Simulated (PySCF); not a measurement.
## Structure from NMR data

An unknown has the formula C6H12OSi. Its calculated NMR data are:

1H NMR (300 MHz, computed): δ 5.92 (m, 1H), 5.50 (m, 1H), 5.36 (m, 1H), 3.85 (d, 3H), 3.53 (s, 3H), 3.11 (m, 1H), 1.35 (m, 1H), -0.18 (m, 1H).

13C{1H} NMR (computed): δ 146.2 (CH), 119.9 (CH2), 69.1 (CH), 60.6 (CH3), 31.6 (CH), 9.3 (CH).

PySCF 2.14 calculation with shieldings: GIAO PBE0/pcSseg-1 and GFN2-xTB structure; non-relativistic, no solvent model, single conformer, one averaged value for each set of equivalent atoms.

Scale: 1H (31.72 ppm) and 13C (186.93 ppm) vs TMS (reference shieldings calculated alike).

**Question.** Which of these isomers gave the spectra?
A. C=C[C@@H]1[C@@H]([SiH3])[C@@H]1OC
B. CC(=O)/C=C/[SiH](C)C
C. C1CC1OC1C[SiH2]C1
D. CCC1=C[SiH2]CCO1
E. C=CCO[SiH2]C(=C)C
F. O=C[C@@H]1CCC[SiH2]C1

**Answer.** A. 

1. The formula gives 2 degrees of unsaturation (1 ring in the answer).
2. 6 carbon signals for 6 carbons: no two carbons are equivalent.
3. Carbon types of the structure: 4 × CH, 1 × CH2, 1 × CH3, leaving 3 H on heteroatoms.
4. δC 146.2: alkene CH; as expected for a trigonal carbon in a double bond.
5. δC 119.9: terminal =CH2 carbon; the olefinic region.
6. δC 69.1, 31.6, 9.3: three-membered-ring carbon.
7. δC 60.6: methyl carbon bonded to O; the inductive effect lowers its shielding.
8. δH 3.53: hydrogen on a methyl carbon bonded to O; its carbon carries O, which withdraws density.

The others: O=C[C@@H]1CCC[SiH2]C1 would give 12 signals for carbon-bound and other non-exchanging H, not 8; C1CC1OC1C[SiH2]C1 would give 4 carbon signals, not 6; C=CCO[SiH2]C(=C)C has carbons computed at 147.5, 147.3, 135.1, 123.3, 71.7, 24.2, with a different DEPT pattern; CCC1=C[SiH2]CCO1 would give 6 signals for carbon-bound and other non-exchanging H, not 8; CC(=O)/C=C/[SiH](C)C would give 5 carbon signals, not 6.

Shifts are as computed. Against solution values, carbons near 30 ppm lie about +3 ppm off and those near 130 ppm about +5 ppm. Of 1211 compounds with measured shifts, 218 miss one by over three times the rms of a fit or turn the order of signals round; such compounds aren't used in these exercises. No couplings were computed; multiplicities are counted from neighbouring protons, with m where these are inequivalent, close in shift, in a saturated or five-membered ring or joined by F or P, and br s for small geminal =CH2 splittings.
